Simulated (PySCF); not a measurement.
BeClH2N. Atoms are numbered in the order given.

```xyz
5

Be     0.0000     0.0000     0.5433
Cl     0.0000     0.0000    -1.2761
N      0.0000     0.0000     2.0408
H      0.0000    -0.8247     2.6173
H      0.0000     0.8247     2.6173
```
Charge 0, spin multiplicity 1.

Geometry: PBE0-D3(BJ)/def2-TZVP. One conformer was computed; it need not be the lowest.

Method: PBE0-D3(BJ)/def2-TZVP in PySCF.

Frequencies are harmonic and unscaled.

```tsv
mode	ν (cm⁻¹)	IR (km/mol)	Raman (Å⁴/amu)	depolarisation	moving atoms (share of kinetic energy)
1	222	13.6	0.1	0.75	Be 65 %, H 28 %
2	276	6.3	0.0	–	Be 76 %, H 15 %
3	353	207.8	2.0	0.75	H 70 %, N 23 %
4	515	10.9	7.6	0.11	N 46 %, Cl 39 %
5	677	82.4	0.5	0.75	H 65 %, Be 17 %, N 17 %
6	1319	343.1	2.8	0.21	Be 77 %, N 14 %
7	1571	115.8	3.5	0.68	H 86 %, N 12 %
8	3623	44.7	118.8	0.10	H 96 %
9	3707	34.9	57.8	0.75	H 92 %, N 8 %
```
